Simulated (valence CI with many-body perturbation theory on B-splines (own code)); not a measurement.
Questions on Pt²⁸⁺

Computed by relativistic CI+MBPT: four valence electrons over a frozen Dirac-Fock core [Kr] 4d10, a basis of 7 s, 7 p, 7 d, 7 f, 4 g, 2 h functions for each j, with the one-electron correlation potential Σ1, the two-electron term Σ2, the three-electron term Σ3, Breit, model QED; selected CI, second order for the rest, scaled by the run's own slope (own B-spline code, finite nucleus).

No measured spectrum was set against this ion. As an estimate, large intervals hold to a few tenths of a per cent, small ones and those within an open d or f shell to about a per cent. Excitations out of the core, of the other parity, are not computed and may begin above about 181 eV (a cautious bound); beyond it only levels of the ground parity were kept, without lifetimes.

Levels are named by their leading jj configuration (3d3/2^4 stands for four electrons in 3d with j = 3/2), which in mixed levels can hold well under half, so a name can repeat and another be missing.

Rates and lifetimes use the calculated energies. Strong lines usually hold to 10 to 20 %, long lifetimes can be off by a factor of two.

Q: What is the ground level?

A: (4f5/2^4) J=4, composition 74 % 4f4 5I + 22 % 4f4 3H, g = 0.660.

Q: How well does LS coupling describe the low levels?

A: Among the lowest 20 levels the leading LS term, summed over configurations, holds 54 % on average. For single configurations the figures are 54 % in LS and 70 % in jj coupling. Terms mix most in the J = 2 level at 4.72 eV, where the leading one holds 27 %.

Q: Where does the other parity begin?

A: At (4f5/2^3 5s) J=4, 147.33 eV.

Q: What is the ionisation energy?

A: 962.99 eV; NIST lists 980 ± 50 eV (theoretical).

Q: Name the longest-lived excited levels whose lifetime is computed, and their main decay.

A: (4f5/2^4) J=2 at 4.72 eV lives 36.6 s, mostly by E2 to (4f5/2^4) J=4; (4f5/2^4) J=0 at 11.86 eV lives 528 ms, mostly by E2 to (4f5/2^4) J=2; (4f5/2^3 4f7/2) J=8 at 7.46 eV lives 66.3 ms, mostly by M1 to (4f5/2^3 4f7/2) J=7.
